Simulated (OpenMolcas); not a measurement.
## Zr²⁺: effect of the active space

| Property | Result |
| --- | --- |
| Program | OpenMolcas |
| Method | CASSCF or its RAS form |
| Basis | ANO-RCC-VTZP |
| Scalar Hamiltonian | DKH2, point nucleus |
| Spin-orbit coupling | RASSI with atomic mean-field integrals over the reference wave functions, term energies averaged over their components |

A. 2 electrons in 5 orbitals (4d); 2S+1 = 3 even, 10 roots; 2S+1 = 1 even, 15 roots; cost roughly 10 core-seconds
B. 2 electrons in 6 orbitals (4d 5s); 2S+1 = 3 even, 15 roots; 2S+1 = 1 even, 21 roots; cost of the order of 25 core-seconds
C. 8 electrons in 8 orbitals (RAS1 4p, at most 2 holes; RAS2 4d); 2S+1 = 3 even, 10 roots; 2S+1 = 1 even, 15 roots; cost about 30 core-seconds
D. 2 electrons in 9 orbitals (RAS2 4d 5s; RAS3 5p, at most 2 electrons); 2S+1 = 3 even, 15 roots; 2S+1 = 1 even, 21 roots kept (CI in the orbitals of an earlier block); 2S+1 = 3 odd, 18 roots; 2S+1 = 1 odd, 18 roots kept (CI in the orbitals of an earlier block); cost about 60 core-seconds
E. 2 electrons in 10 orbitals (4d 5d); 2S+1 = 3 even, 10 roots; 2S+1 = 1 even, 15 roots; cost about 20 core-seconds

Energies in cm⁻¹ above 4d² ³F₂, the measured ground level; measured values from Moore, Atomic Energy Levels, vol. II, NSRDS-NBS 35 (1971 reprint of NBS Circular 467, 1952); NIST levels as listed in Rynkun, Gaigalas and Jonsson, Astron. Astrophys. 637, A10 (2020).

| Level | A | B | C | D | E | Measured |
| --- | --- | --- | --- | --- | --- | --- |
| 4d² ³F₂ | 0.0 | 0.0 | 0.0 | 0.0 | 0.0 | 0.0 |
| 4d² ³F₃ | 666 | 685 | 746 | 685 | 672 | 681 |
| 4d² ³F₄ | 1483 | 1512 | 1651 | 1512 | 1494 | 1486 |
| 4d² ¹D₂ | 9186 | 7163 | 8766 | 7190 | 8963 | 5742 |
| 4d² ³P₀ | 10262 | 10340 | 9966 | 10132 | 10057 | 8062 |
| 4d² ³P₁ | 10514 | 10599 | 10251 | 10395 | 10305 | 8326 |
| 4d² ³P₂ | 11131 | 11102 | 10924 | 10909 | 10914 | 8838 |
| 4d² ¹G₄ | 13870 | 13928 | 14552 | 14083 | 13526 | 11049 |
| 4d² ¹S₀ | 33074 | 30689 | 30626 | 30805 | 31671 | 23979 |

Deviations, from unrounded energies. A percentage is the sum of absolute deviations over the sum of measured energies, with the sign that they share, or ± where signs differ.

```csv
Against measurement,Levels,A,B,C,D,E
mean absolute deviation (cm-1),8,2800,2200,2400,2200,2400
fine structure of the ground term (%),2,-0.9,+1.3,+10.6,+1.3,±0.8
other terms of the ground configuration (%),6,+33.4,+27.0,+28.9,+26.5,+29.5
```

B, D lie about equally close to measurement and A furthest from it. The largest miss of D in the table is 4d² ¹S₀, by +6800 cm-1. The ranking rests on the paired levels alone, and a cruder setting can come out closer through cancelling errors.

Among A to E the level of the table that moves most is 4d² ¹S₀, by 2400 cm-1 (lowest in C, highest in A).

Without dynamic correlation excited terms often stand tens of per cent too high (terms of higher spin than the ground term too low), and those without a measured partner can miss by more than the paired ones. Levels of configurations with an s electron are missing; early in the row they begin among the upper levels of the d shell and mix with terms of their name (holds for A). Some levels mix across a computed gap that differs much from the measured one, so their mixing is not that of the real levels (holds for A; C; E). Active for correlation alone: 4p; no level in the range computed is led by a configuration that opens it, so any true level of that kind is missing (holds for C). Terms from blocks run as CI alone lack orbitals of their own (holds for D). Active for correlation alone: 5d; no level in the range computed is led by a configuration that fills it, so any true level of that kind is missing (holds for E). Measured partners are found by configuration, term and J. A level has none where our copy of the source lacks it or the pairing is in doubt (some pairs that miss far off the trend of their configuration count as doubtful), and it then counts in no deviation. Only configurations of the active space appear. Levels that lie high or do not pair safely by name in every column are left out.
